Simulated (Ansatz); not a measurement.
Geometry optimisation, Ansatz 0.2.0, RKS PBE0-D4/def2-SVP.

input.yaml

```yaml
crystal:
  periodic: [false, false, false]
  atoms:
    - { symbol: Mg, position_ang: [-0.101008, 0.371392, -0.619113] }
    - { symbol: Cl, position_ang: [1.693854, -2.16242, 1.439768] }
    - { symbol: C, position_ang: [-2.062312, -0.28517, -0.366301] }
    - { symbol: H, position_ang: [1.665069, 1.385641, 0.845485] }
    - { symbol: O, position_ang: [1.590675, 1.126918, -1.391307] }
    - { symbol: H, position_ang: [1.539786, -0.944318, 1.895715] }
    - { symbol: F, position_ang: [0.908985, 1.038602, 1.241348] }
    - { symbol: H, position_ang: [-2.800527, 0.475912, -0.673492] }
    - { symbol: H, position_ang: [-2.28181, -0.543951, 0.684046] }
    - { symbol: H, position_ang: [-2.266186, -1.187558, -0.968186] }
    - { symbol: H, position_ang: [2.113473, 0.724753, -2.088263] }
basis:
  gaussian: { orbitals: def2-SVP }
hamiltonian:
  xc: pbe0
  dispersion: d4
relax:
  f_tol: 0.03
  max_steps: 50
```

Launched with:

```bash
$ ansatz run input.yaml --threads 2 --pin off --max-ram 3072MiB --backend cpu --events-out ev --progress --plain --runs-dir out
```

Problem. Where does it end, and by what steps?

Solution. It converged. After 35 steps the energy has fallen by 2.145 eV; H4 moved furthest, 2.04 Å. Parted: Cl2–H6, H4–F7. Joined: Mg1–Cl2, H4–O5, H6–F7.

```csv
step,energy less start (eV),largest force component (eV/Å),accepted
0,0.0000,1.669,yes
2,-0.5742,1.520,yes
4,-0.8821,0.685,yes
6,-1.2080,1.196,yes
8,-1.6593,1.372,yes
10,-1.8701,2.600,no
12,-1.9949,0.453,yes
14,-2.0340,0.224,yes
16,-2.0473,0.103,yes
18,-2.0530,0.032,yes
20,-2.0550,0.034,yes
22,-2.0604,0.314,yes
24,-2.0983,0.262,yes
26,-2.1095,0.251,yes
28,-2.1376,0.101,yes
30,-2.1395,0.219,yes
32,-2.1413,0.126,yes
34,-2.1434,0.283,no
35,-2.1447,0.014,yes
```

```xyz
11
Properties=species:S:1:pos:R:3
Mg 0.043 -0.216 0.296
Cl 1.989 -1.446 0.983
C -1.938 -0.319 -0.362
H 2.227 0.365 -0.829
O 1.379 0.829 -0.924
H 1.368 0.002 2.069
F 0.657 0.677 2.087
H -2.389 0.685 -0.463
H -2.586 -0.882 0.331
H -2.036 -0.809 -1.348
H 1.285 1.113 -1.840
```

The run took 2.3 min on 2 threads of Arm Neoverse V1, on a shared host, peak memory 0.23 GiB.
